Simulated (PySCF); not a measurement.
TaOBr₂, SMILES [Br][Ta]([Br])=[O] (connectivity only; charge and spin as stated), neutral, multiplicity 2.

Geometry: B3LYP-D3(BJ)/def2-SVP. The multiplicity is an assumed one; other spin states were not compared. The def2 effective core potentials stand for the cores of Ta; spin–orbit coupling is left out.

Level of theory: TDA-PBE/def2-SVPD (PySCF).

Vertical excitations. Gas-phase values at a fixed geometry.

```tsv
state	energy (eV)	λ (nm)	f	main pairs
root 1	1.35	918	0.000	α HOMO→LUMO 100 %
root 2	2.74	453	0.008	α HOMO→LUMO+1 98 %
root 3	3.40	365	0.000	α HOMO−1→LUMO 98 %
root 4	3.55	349	0.000	α HOMO−2→LUMO 98 %
root 5	3.65	340	0.000	β HOMO→LUMO 96 %
root 6	3.77	329	0.012	α HOMO−3→LUMO 70 %, β HOMO−2→LUMO+1 26 %
root 7	3.78	328	0.002	β HOMO−1→LUMO 95 %
root 8	3.83	323	0.006	α HOMO→LUMO+2 80 %, β HOMO−3→LUMO+1 5 %
root 9	3.88	320	0.000	β HOMO→LUMO+1 98 %
root 10	3.96	313	0.000	α HOMO−5→LUMO 47 %, α HOMO→LUMO+2 19 %, β HOMO−3→LUMO+1 30 %
```
Unrestricted roots are not spin-pure.
